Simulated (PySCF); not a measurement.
**Stretching LiI**

Set-up: PySCF, scalar-relativistic core potentials, basis sets Li def2-SVP, I def2-SVP with ECP28. Energies in eV from Li + I in their ground configurations at the same level. State: ¹Σ⁺ (singlet), closed shell.

All columns are BP86. A positive dipole means Li(−)I(+).

| R (Å) | E (eV) | μ (D) | Mulliken charge on Li (basis-dependent) | HOMO (eV) | LUMO (eV) | Mayer bond order | ⟨S²⟩ |
| --- | --- | --- | --- | --- | --- | --- | --- |
| 2.055 | -3.200 | -5.86 | 0.54 | -5.62 | -1.61 | 0.87 | 0.00 |
| 2.151 | -3.487 | -6.21 | 0.55 | -5.50 | -1.66 | 0.84 | 0.00 |
| 2.247 | -3.648 | -6.57 | 0.55 | -5.38 | -1.72 | 0.82 | 0.00 |
| 2.318 | -3.708 | -6.84 | 0.56 | -5.29 | -1.76 | 0.81 | 0.00 |
| 2.390 | -3.729 | -7.11 | 0.56 | -5.20 | -1.81 | 0.81 | 0.00 |
| 2.462 | -3.719 | -7.39 | 0.56 | -5.12 | -1.87 | 0.80 | 0.00 |
| 2.557 | -3.669 | -7.76 | 0.56 | -5.02 | -1.94 | 0.79 | 0.00 |
| 2.677 | -3.567 | -8.24 | 0.56 | -4.89 | -2.04 | 0.78 | 0.00 |
| 2.820 | -3.406 | -8.81 | 0.56 | -4.74 | -2.16 | 0.76 | 0.00 |
| 3.011 | -3.158 | -9.57 | 0.57 | -4.56 | -2.33 | 0.74 | 0.00 |

A fit through these points gives, at Re = 2.399 Å, μ = -7.15 D and dμ/dR = -3.85 D/Å; the reduced mass is 6.648 u.

Q: How strong is the fundamental in the double-harmonic approximation, I = 42.26·(dμ/dR)²/μred km/mol?

A: I = 42.26·(-3.85)²/6.648 = 94.2 km/mol at BP86.

Spin–orbit coupling is left out, which matters for elements this heavy, above all for dissociation energies.
